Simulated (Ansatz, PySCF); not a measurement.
HSn (SMILES [SnH]), doublet, geometry from GFN2-xTB (such geometries of metal compounds can be far from the true shape) (core potentials on Sn). Base run: B97M-V/def2-TZVP in PySCF.

Input for PySCF:
```python
from pyscf import gto, scf, dft

mol = gto.Mole()
mol.atom = '''
    Sn   -0.00000000   -0.00000000   -0.03544185
    H     0.00000000    0.00000000    1.77209231
'''
mol.basis = 'def2-tzvp'
mol.ecp = {'Sn': 'def2-tzvp'}
mol.spin = 1
mol.verbose = 3
mol.build()

mf = dft.UKS(mol)
mf.xc = 'b97m_v'
mf.kernel()
```

The same geometry, method and basis name were run in Ansatz (a first-principles code) and PySCF, at each program's defaults and at the settings that a row names. The base is PySCF at its defaults. Differences at the defaults can come from grids, fitting, cores and function types together.

```csv
code and settings,ΔE vs base (µEh),basis functions,E (Eh),SCF cycles,dipole (D)
"PySCF, defaults (exact integrals, its default grid, spherical functions)",0.0,56,-214.84719,9,0.84
"Ansatz, defaults (factorised integrals, its default grid, spherical functions)",-3.3,56,-214.84719,-,-
"PySCF, density fitting with def2-universal-jkfit",-21.2,56,-214.84721,9,0.84
"PySCF, fine grid",-4.0,56,-214.84719,9,0.84
"Ansatz, high accuracy",-3.0,56,-214.84719,-,-
```

Open shells are given as the SCF converged; they aren't shown to be the lowest states, and a large step between rows can be another state.
